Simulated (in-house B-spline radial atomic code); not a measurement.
A fraction x of an electron is removed from 4d in In VI (In5+), starting from [Kr] 4d8 and keeping the highest spin. Level of theory: scalar-relativistic (X2C) LC-wPBE, spin-polarised, spherical fractional occupations, Fermi nucleus of rms radius 4.6156 fm; calculated with a B-spline radial code for spherical atoms.

Caution: exact exchange at fractional occupations of open shells leaves self-interaction of up to several eV.

```json
{"x": "0", "E(x) - E(0) (eV)": "0.0000", "4d down level (eV)": "-83.560"}
{"x": "0.06", "E(x) - E(0) (eV)": "5.0427", "4d down level (eV)": "-84.533"}
{"x": "0.19", "E(x) - E(0) (eV)": "16.1696", "4d down level (eV)": "-86.651"}
{"x": "0.28", "E(x) - E(0) (eV)": "24.0347", "4d down level (eV)": "-88.126"}
{"x": "0.47", "E(x) - E(0) (eV)": "41.0762", "4d down level (eV)": "-91.261"}
{"x": "0.5", "E(x) - E(0) (eV)": "43.8215", "4d down level (eV)": "-91.759"}
{"x": "0.51", "E(x) - E(0) (eV)": "44.7399", "4d down level (eV)": "-91.925"}
{"x": "0.69", "E(x) - E(0) (eV)": "61.5564", "4d down level (eV)": "-94.927"}
{"x": "0.85", "E(x) - E(0) (eV)": "76.9597", "4d down level (eV)": "-97.617"}
{"x": "0.96", "E(x) - E(0) (eV)": "87.8001", "4d down level (eV)": "-99.478"}
{"x": "1", "E(x) - E(0) (eV)": "91.7928", "4d down level (eV)": "-100.157"}
```

The exact functional would give a straight line between the two integer points. Deviations E(x) - E(0) - x[E(1) - E(0)], in eV: -0.465 at x = 0.06, -1.271 at x = 0.19, -1.667 at x = 0.28, -2.066 at x = 0.47, -2.075 at x = 0.5, -2.074 at x = 0.51, -1.781 at x = 0.69, -1.064 at x = 0.85, -0.321 at x = 0.96.

The curve lies below the straight line by up to 2.075 eV (at x = 0.5): convex, the delocalisation error, to which spherically averaged exact exchange adds.

Problem. How well does Slater's transition state (minus the level at half occupation) give the ionisation energy?

Solution. It gives 91.759 eV against 91.793 eV from the two total energies; NIST lists 90.00 eV, ground level to ground level. The end point has an open shell averaged over its orbitals, so its exact exchange keeps a self-interaction and this is no true integer point.
